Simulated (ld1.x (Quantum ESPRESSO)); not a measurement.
## What one change does to a pseudopotential (lead (Pb), TM semilocal)

Pb (Z = 82), norm-conserving Troullier–Martins (semilocal form), made with ld1.x (Quantum ESPRESSO) 7.5 (PBE, scalar-relativistic). Core [Xe] 4f14, reference 5d10 6s2 6p2. Waves: 6p (bound): rc 2.70 bohr; 5d (bound): rc 1.90 bohr; 6s (bound): rc 1.60 bohr. Local part: the s channel. Core correction: a·sin(br)/r model core, default radius (core density twice the valence density).

Change: core correction a·sin(br)/r model core inside 1.36 bohr.

Cutoffs: the cutoffs (Ry, on a coarse ladder) from which the occupation-weighted sum of valence levels, in a spherical-Bessel basis at the reference potential, stays within 10 and 1 mRy of its value at 400 Ry; they do not see the model core or the augmentation charge, which bear on the density cutoff. Errors are all-electron minus pseudo energies relative to the spin-unpolarised reference configuration.

Task: What does the change do?

Result: The potential gets neither clearly harder nor softer (55 Ry and 100 Ry → 55 Ry and 100 Ry); the errors of the 7 common tests hardly move; neither file shows a bound ghost. The default core radius of the base comes out at 0.89 bohr. A semilocal file is local in each channel, so a ghost entry of none says nothing of the separable form that plane-wave codes build from it. A wider model core is smoother and lowers the density cutoff, which this test does not measure.

| quantity | base | changed |
| --- | --- | --- |
| cutoff, loose | 55 Ry | 55 Ry |
| cutoff, tight | 100 Ry | 100 Ry |
| bound ghosts | none | none |
| error for 5d10 6s2 6p1, meV [ΔE 6.58 eV] | -3.5 | -3.5 |
| error for 5d10 6s2 6p0, meV [ΔE 20.02 eV] | -19 | -18 |
| error for 5d10 6s1 6p0, meV [ΔE 52.43 eV] | -36 | -35 |
| error for 5d10 6s0 6p4, meV [ΔE 17.83 eV] | -15 | -13 |
| error for 5d10 6s1 6p3, meV [ΔE 8.74 eV] | -4.0 | -3.7 |
| error for 5d9 6s2 6p3, meV [ΔE 19.33 eV] | -96 | -92 |
| error for 5d10 6s2 6p1.5, meV [ΔE 2.49 eV] | -1.0 | -1.0 |
| s: phases at 2.97 bohr within 0.05 rad from the reference energy up to (Ry; the scan ends near 5) | 1.1 | 1.1 |
| p: phases at 2.97 bohr within 0.05 rad from the reference energy up to (Ry; the scan ends near 5) | 2.5 | 2.5 |
| d: phases at 2.97 bohr within 0.05 rad from the reference energy up to (Ry; the scan ends near 5) | to the end of the scan | to the end of the scan |
